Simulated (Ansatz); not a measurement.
InMe2H (C₂H₇In). Charge 0, multiplicity 1. Geometry r2SCAN-D4/def2-SVP, basis def2-TZVP, Ansatz.

```xyz
10

In   -0.029   -0.083    0.837
C     1.494   -1.111   -0.327
H     2.146   -0.372   -0.821
H     1.023   -1.712   -1.122
H     2.119   -1.770    0.294
C    -1.474    1.165   -0.206
H    -2.111    0.535   -0.848
H    -0.955    1.881   -0.864
H    -2.119    1.723    0.488
H    -0.093   -0.258    2.569
```

| run | HOMO (eV) | LUMO (eV) |
| --- | --- | --- |
| A | -6.31 | -1.95 |
| B | -7.19 | -1.23 |
| C | -9.84 | 0.63 |
| D | -9.81 | 1.04 |
| E | -6.05 | -1.96 |
| F | -9.47 | 0.49 |

In the def2 sets In takes a core potential; there is no spin–orbit coupling. LC-ωPBE has ω = 0.4 bohr⁻¹.

Problem. The runs used B97M-V, HF, LC-ωPBE, PBE, PBE0, ωB97X-V. Estimate which is which.

Solution. A B97M-V (0 % exact exchange); B PBE0 (25 % exact exchange); C LC-ωPBE (range-separated); D HF (100 % exact exchange); E PBE (0 % exact exchange); F ωB97X-V (range-separated). Exact exchange lowers occupied and raises empty levels; among semilocal functionals meta-GGAs tend to open the gap a little, and such runs are hard to tell apart. The gap grows from 4.10 eV (PBE) to 10.85 eV (HF).
